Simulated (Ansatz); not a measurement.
Consider the atomization: `COC(N)[SiH3]` → 2 C• + 9 H• + N• + O• + Si•.

Program: Ansatz. Geometries: PBE0-D4/def2-TZVP. ΔE: electronic, gas phase. CCSD(T)/CBS is the MP2 limit (def2-TZVPP, def2-QZVPP) plus CCSD(T) − MP2 in def2-TZVPP, frozen cores. This one scheme is used for every species, atoms too. DFT in def2-TZVPP. Open shells (•) are unrestricted, without spin–orbit coupling. Spin–orbit coupling would lower the free atoms: a little for C, O, Si. One conformer a species, not always the lowest.

```
             level  ΔE (eV)
         r2SCAN-D4    50.87
            r2SCAN    50.80
    MP2/def2-TZVPP    50.01
SCS-MP2/def2-QZVPP    51.07
```

(1) What does CCSD(T)/CBS give? (Estimate.)

Largest T1 diagnostic among the species: 0.012.

Answers

(1) Computed: +50.97 eV. The listed levels differ from it by -0.10, -0.17, -0.96, 0.10 eV.

In def2-TZVPP, CCSD(T) changes the Hartree–Fock value by +13.35 eV (the triples alone add +0.70 eV) and MP2 by +13.76 eV; breaking electron pairs costs correlation energy, which Hartree–Fock lacks. From PBE to PBE0 (25 % exact exchange), in def2-TZVPP and without D4, ΔE moves by −0.87 eV: exact exchange takes away binding that semilocal exchange gives to molecules. The D4 term adds +0.44 eV with B3LYP and +0.23 eV with PBE0; it sums over pairs of atoms, weighted by their polarisabilities, and B3LYP, whose exchange is more repulsive, gets the larger term.

B3LYP here is the variant with VWN-RPA as its local correlation; programs differ in this.

For atomizations the MP2-based limit and the directly extrapolated one differ by several kJ/mol either way, and by 10 to 25 for some Ge, Se and Sn compounds, so smaller differences from it don't rank the levels.
